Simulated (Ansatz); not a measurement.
The cluster CdCl2. The state is a triplet with charge 0. Geometry r2SCAN-D4/def2-TZVP; atoms count from 1.

```
atom   x (Å)   y (Å)   z (Å)
 Cd1   0.326   1.023  -0.969
 Cl2  -1.298  -0.797  -0.198
 Cl3   0.973  -0.226   1.168
```

In the def2 sets Cd takes a core potential; there is no spin–orbit coupling. In the triplet, Cl2 and Cl3 lie 2.71 Å apart (atoms count from 1), so these atoms are partly bonded to each other. At PBE0-D4/def2-TZVP a singlet of charge 0 lies 3.02 eV below the triplet, each at its own geometry. The structure comes from a short search, and lower isomers may exist.

Q: Estimate the Mulliken populations from the PBE0/def2-TZVP orbitals of Ansatz.

A: 
| atom | charge (e) | spin (α − β) | d electrons |
| --- | --- | --- | --- |
| Cd1 | 0.49 | 0.87 | 10.02 |
| Cl2 | -0.24 | 0.57 | – |
| Cl3 | -0.24 | 0.57 | – |
Mulliken values and Mayer orders depend strongly on the basis.

Q: Where does the spin sit?

A: Summed by element: Cd 0.87, Cl 1.13, of 2 unpaired in all. Largest on single atoms: Cd1 0.87, Cl2 0.57, Cl3 0.57.

Q: And the Mayer bond orders between bonded heavy atoms (over 0.3)?

A: Cd1–Cl2 0.44 (2.56 Å); Cd1–Cl3 0.44 (2.56 Å). Values over 0.3 also appear between atoms too far apart for a bond (Cl2–Cl3 0.47 at 2.71 Å); they arise where an orbital or an unpaired electron spreads over both atoms.
